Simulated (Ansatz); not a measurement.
A geometry relaxed with B3LYP-D3(BJ)/def2-TZVP in Ansatz (a first-principles code), charge 0, multiplicity 1:

```xyz
10

C      0.7575    -0.7715    -0.1429
H      1.2815    -1.7069    -0.2964
H      0.8842     1.3505    -0.0494
C      1.3809     0.4035    -0.1982
H      2.4410     0.4222    -0.4024
H     -1.0459     0.6822     1.1962
H     -2.3827    -0.2667     0.4932
H     -1.3842     0.7794    -0.5510
C     -1.3808     0.1183     0.3206
O     -0.5515    -1.0109     0.0973
```

### Question
Write the SMILES of this molecule.

### Answer
`C=COC`
